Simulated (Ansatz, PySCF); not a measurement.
IK, triplet, at the geometry of the source list (a higher spin typed on purpose: for a closed-shell molecule this is an excited state) (core potentials on I). Base run: REVPBE/def2-SVPD in PySCF.

PySCF was given this input:
```python
from pyscf import gto, scf, dft

mol = gto.M(
    atom='''
K    -1.058900   -0.752200   -0.902200
I     1.058900    0.752200    0.902200
''',
    basis='def2-svpd',
    ecp={'I': 'def2-svpd'},
    charge=0,
    spin=2,
    verbose=4,
)

mf = dft.UKS(mol)
mf.xc = 'revpbe'
mf.kernel()
```

The same geometry, method and basis name were run in Ansatz (an electronic-structure program) and PySCF, at each program's defaults and at the settings that a row names. The base is PySCF at its defaults. Differences at the defaults can come from grids, fitting, cores and function types together.

```tsv
code and settings	ΔE vs base (µEh)	basis functions	E (Eh)	SCF cycles	dipole (D)
PySCF, defaults (exact integrals, its default grid, spherical functions)	0.0	62	-897.43397	16	2.53
Ansatz, defaults (factorised integrals, its default grid, spherical functions)	33.2	62	-897.43394	-	-
PySCF, density fitting with def2-universal-jkfit	-25.0	62	-897.43399	16	2.53
PySCF, fine grid	27.7	62	-897.43394	16	2.53
Ansatz, high accuracy	33.5	62	-897.43393	-	-
```

Open shells are given as the SCF converged; they aren't shown to be the lowest states, and a large step between rows can be another state.
